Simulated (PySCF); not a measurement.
## Kr⁺: excitation energy

Kr⁺ [Ar] 3d10 4s2 4p5 (2P) → Kr⁺ [Ar] 3d10 4s2 4p4 5s1 (4P), as a difference of total energies. Calculation: PySCF 2.14, in aug-cc-pwCVTZ-PP with ECP10MDF (8s7p6d4f1g, 96 functions); scalar relativity through the core potential. Correlated levels: valence: 3s2 3p6 3d10 frozen; valence and next inner shell: nothing frozen outside the core potential. The calculations carry no spin-orbit coupling.

```
                                method  excitation energy (eV)  error (eV)
                                   UHF                  13.384      -0.575
                                   LDA                  13.842      -0.117
                                   PBE                  13.699      -0.260
                                  PBE0                  13.878      -0.081
                                r2SCAN                  14.183      +0.224
                                  PW91                  13.746      -0.213
                                  MN15                  13.709      -0.250
                                  BP86                  13.806      -0.153
                                   M06                  14.094      +0.135
                         MP2 (valence)                  13.797      -0.162
                     SCS-MP2 (valence)                  13.931      -0.028
    MP2 (valence and next inner shell)                  13.864      -0.095
SCS-MP2 (valence and next inner shell)                  13.973      +0.014
```

Reference: 13.959 eV (measured; NIST levels, between the centres of gravity of the two terms).

Errors of the correlated levels include the incompleteness of this basis and the frozen core.
